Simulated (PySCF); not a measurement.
Computed structure and properties of [Ho(H2O)4]3+

System: [Ho(H2O)4]3+ (singlet in the valence; each metal's 4f electrons, 10 of them, lie in its core potential, out of spins and levels); start: displaced along the imaginary mode (S4). Method: PySCF 2.14.0, RKS TPSS, Ho lcecp-1-SVP with ECP56, O def2-SVP, H def2-SVP; non-relativistic Hamiltonian with scalar-relativistic core potentials where named; density fitting; no spin-orbit coupling.

Input of the relaxation:

```python
mol = gto.M(atom='''
Ho    -0.00000     0.00000    -0.00000
O      1.30178     1.32084     1.31283
H      1.87889     1.01976     2.10431
H      1.47144     2.32582     1.20661
O     -1.30178    -1.31283     1.32084
H     -1.47144    -1.20661     2.32582
H     -1.87889    -2.10431     1.01976
O      1.30178    -1.32084    -1.31283
H      1.47144    -2.32582    -1.20661
H      1.87889    -1.01976    -2.10431
O     -1.30178     1.31283    -1.32084
H     -1.87889     2.10431    -1.01976
H     -1.47144     1.20661    -2.32582''',
    basis={'Ho': 'lcecp-1-SVP', 'O': 'def2-SVP', 'H': 'def2-SVP'},
    ecp={'Ho': 'lcecp-1-SVP'},
    charge=3, spin=0)
mf = dft.RKS(mol, xc='TPSS')
mf.grids.atom_grid = (50, 194)  # f atoms: unpruned, at least (60, 302)
mf = mf.density_fit()  # fitting sets: Ho AutoAux, O def2-universal-JKFIT, H def2-universal-JKFIT
mf.conv_tol = 1e-08; mf.max_cycle = 55
mf.kernel(dm0)  # dm0: converged density of the start geometry
# quasi-Newton relaxation in Cartesian coordinates to a largest gradient under 0.00045 Eh/bohr, steps kept in the point group
```

Run from Python with OMP_NUM_THREADS=2; the lines above give its settings. Where DIIS fails, smearing, a level shift and second-order steps follow.
It took 3 min on 2 threads of Arm Neoverse V1, with other jobs on the host, from the converged density of the start.

Course of the relaxation:

```json
{"step": "0", "energy above end (eV)": "0.2223", "largest force component within the symmetry (eV/Å)": "1.234"}
{"step": "1", "energy above end (eV)": "0.0360", "largest force component within the symmetry (eV/Å)": "0.072"}
{"step": "2", "energy above end (eV)": "0.0334", "largest force component within the symmetry (eV/Å)": "0.023"}
{"step": "3", "energy above end (eV)": "0.0304", "largest force component within the symmetry (eV/Å)": "0.193"}
{"step": "4", "energy above end (eV)": "0.0267", "largest force component within the symmetry (eV/Å)": "0.135"}
{"step": "5", "energy above end (eV)": "0.0174", "largest force component within the symmetry (eV/Å)": "0.105"}
{"step": "6", "energy above end (eV)": "0.0105", "largest force component within the symmetry (eV/Å)": "0.074"}
{"step": "7", "energy above end (eV)": "0.0081", "largest force component within the symmetry (eV/Å)": "0.135"}
{"step": "11", "energy above end (eV)": "0.0005", "largest force component within the symmetry (eV/Å)": "0.042"}
{"step": "12", "energy above end (eV)": "0.0005", "largest force component within the symmetry (eV/Å)": "0.067"}
{"step": "13", "energy above end (eV)": "0.0003", "largest force component within the symmetry (eV/Å)": "0.063"}
{"step": "14", "energy above end (eV)": "0.0002", "largest force component within the symmetry (eV/Å)": "0.056"}
{"step": "15", "energy above end (eV)": "0.0000", "largest force component within the symmetry (eV/Å)": "0.018"}
{"step": "16", "energy above end (eV)": "0.0000", "largest force component within the symmetry (eV/Å)": "0.006"}
```
(The steps between are left out.)

Relaxed geometry (S4):

```xyz
13

Ho    0.0000    0.0000    0.0000
O     1.3492    1.3244    1.2574
H     2.1603    1.0660    1.7702
H     1.2757    2.3025    1.4189
O    -1.3491   -1.2574    1.3244
H    -1.2755   -1.4191    2.3025
H    -2.1606   -1.7699    1.0660
O     1.3492   -1.3244   -1.2574
H     1.2757   -2.3025   -1.4189
H     2.1603   -1.0660   -1.7702
O    -1.3491    1.2574   -1.3244
H    -2.1606    1.7699   -1.0660
H    -1.2755    1.4191   -2.3025
```

```csv
contact,Å
Ho1–O2 (H2O),2.271
Ho1–O5 (H2O),2.271
Ho1–O8 (H2O),2.271
Ho1–O11 (H2O),2.271
```

On the finer grid (75, 302):

```yaml
HOMO: -22.58 eV
LUMO: -15.85 eV
Dipole_about_the_centre_of_mass: 0.00 D
Set_of_Mulliken_populations_of_Ho1_outside_the_core_potential: s 2.19, p 6.25, d 0.87, f 0.04
D3_BJ_dispersion_energy_not_in_the_energies: -0.243 eV
```

```json
{"atom": "Ho1", "Mulliken (e)": "1.64", "Löwdin (e)": "1.23", "spin (e)": "0.00"}
{"atom": "O2", "Mulliken (e)": "-0.31", "Löwdin (e)": "0.03", "spin (e)": "0.00"}
{"atom": "H3", "Mulliken (e)": "0.32", "Löwdin (e)": "0.21", "spin (e)": "0.00"}
{"atom": "H4", "Mulliken (e)": "0.32", "Löwdin (e)": "0.21", "spin (e)": "0.00"}
{"atom": "O5", "Mulliken (e)": "-0.31", "Löwdin (e)": "0.03", "spin (e)": "0.00"}
{"atom": "H6", "Mulliken (e)": "0.32", "Löwdin (e)": "0.21", "spin (e)": "0.00"}
{"atom": "H7", "Mulliken (e)": "0.32", "Löwdin (e)": "0.21", "spin (e)": "0.00"}
{"atom": "O8", "Mulliken (e)": "-0.31", "Löwdin (e)": "0.03", "spin (e)": "0.00"}
{"atom": "H9", "Mulliken (e)": "0.32", "Löwdin (e)": "0.21", "spin (e)": "0.00"}
{"atom": "H10", "Mulliken (e)": "0.32", "Löwdin (e)": "0.21", "spin (e)": "0.00"}
{"atom": "O11", "Mulliken (e)": "-0.31", "Löwdin (e)": "0.03", "spin (e)": "0.00"}
{"atom": "H12", "Mulliken (e)": "0.32", "Löwdin (e)": "0.21", "spin (e)": "0.00"}
{"atom": "H13", "Mulliken (e)": "0.32", "Löwdin (e)": "0.21", "spin (e)": "0.00"}
```

The 4f levels lie in the core potential and are missing. Their spin isn't counted.

No frequency check is given for this geometry.

Taking off one H2O (charge 0, singlet; the rest: singlet) in vacuum, both parts rigid, costs 3.47 eV; the small basis without counterpoise inflates it. Parting with an electron moved from the ligand to the metal can be far cheaper, even downhill.

Rigid scan of H2O along the line from its metal:

```csv
distance to O2 (Å),energy (eV)
1.97,0.659
2.07,0.249
2.17,0.053
2.27,0.000
2.37,0.040
2.47,0.138
2.67,0.425
```

One start shape was tried, so this needn't be the lowest isomer.

An lcecp potential fixes the number of 4f electrons, so in runs with it no electron can move into or out of that shell.
